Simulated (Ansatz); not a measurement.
Basis-set extrapolation for C₄H₁₀Si (`C[SiH]1CCC1`) (PBE0-D4/def2-TZVP geometry, frozen core, Ansatz 0.2.0). Multiplicity 1, RHF reference.

|  | def2-TZVPP | def2-QZVPP |
| --- | --- | --- |
| HF | -446.287256 | -446.303515 |
| MP2 correlation | -0.820346 | -0.872322 |
| CCSD(T) correlation | -0.913184 | not run |

Energies in hartree. Use E(X) = E(∞) + A·exp(−7.88·√X) for Hartree–Fock and E(X) = E(∞) + B·X^(−2.97) for correlation, with X = 3 and 4, and add CCSD(T) minus MP2 of the smaller set to the MP2 limit.

What is the CCSD(T) energy at the basis-set limit?

HF limit: -446.303515 + (-0.016259) × 0.13774 = -446.30575. MP2 limit: -0.872322 + (-0.051976) × 0.74074 = -0.91082. Higher-order term: -0.913184 − (-0.820346) = -0.09284. Total: -447.30941 hartree, 286.1 kJ/mol below CCSD(T)/def2-TZVPP.
